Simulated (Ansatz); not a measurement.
Problem. Name a neutral molecule of N, Sn and H with size of the dipole moment (ωB97M-V/def2-TZVPP) between 1.00 and 1.30 D and HOMO–LUMO gap (PBE0/def2-TZVPP) between 6.85 and 7.15 eV (Ansatz, PBE0-D4/def2-TZVP geometry).

Solution. `[NH2][SnH3]` (1.09 D, 7.03 eV); `[NH2][SnH2][NH2]` (1.02 D, 7.09 eV). Other molecules can fit too; these were computed, each in one conformer that needn't be the lowest.
